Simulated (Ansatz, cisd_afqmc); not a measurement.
Species: Ge, charge 0, triplet.

Total energies in aug-cc-pVQZ, 4 correlated electrons, 14 frozen orbitals. UHF or UKS for unpaired electrons; spin-orbit terms are left out. Correlated methods leave the cores frozen (noble-gas shells, and filled d and f shells in the p block). No relativity. AFQMC is phaseless with a CISD trial state; ± is one standard error, without the phaseless bias. Outlying blocks are dropped, and bars are widened where a walk drifts. Over all cases where full CI ran beside it in this data, AFQMC minus full CI had a median of +0.1 mEh and passed +0.4 mEh in a tenth of the cases.

```csv
method,program,energy (Eh),minus CCSDT(Q) (mEh)
HF,Ansatz,-2075.36360,69.99
MP2,Ansatz,-2075.41749,16.11
CCSD,Ansatz,-2075.43091,2.69
CCSD(T),Ansatz,-2075.43305,0.54
CCSDT(Q),Ansatz,-2075.43359,0.00
AFQMC/CISD,cisd_afqmc,-2075.4334 ± 0.0001,0.2 ± 0.1
```

Ansatz is a first-principles code.
